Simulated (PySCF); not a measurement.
# Radial density of Ru (ruthenium, neutral)

UHF, [Kr] 4d7 5p1, one real determinant (an excited configuration). All numbers are calculated (PySCF 2.14, a scalar-relativistic core potential, in aug-cc-pVTZ-PP with one added diffuse shell each of s, p, d, f, g type with ECP28MDF (7s7p6d4f3g, 113 functions)). This is the valence pseudo-density: the core potential removes the inner electrons and smooths the orbitals near the nucleus.

```csv
r (bohr),4πr²ρ (e/bohr),4πr²(ρα − ρβ)
0.0314,2.366e-05,0.0000
0.0528,5.691e-05,0.0000
0.0888,0.0001923,0.0000
0.149,0.001661,0.0002
0.251,0.02657,0.0045
0.423,0.6978,0.0839
0.711,8.470,0.8915
1.20,12.36,2.1473
2.01,3.292,1.0971
3.38,0.5333,0.3082
5.69,0.1704,0.1642
9.57,0.02814,0.0281
16.1,0.0003198,0.0003
```

⟨L²⟩ = 14.02 against 20 for a pure G term, so this real determinant mixes terms. Energies and moments cover only the electrons outside the core potential.
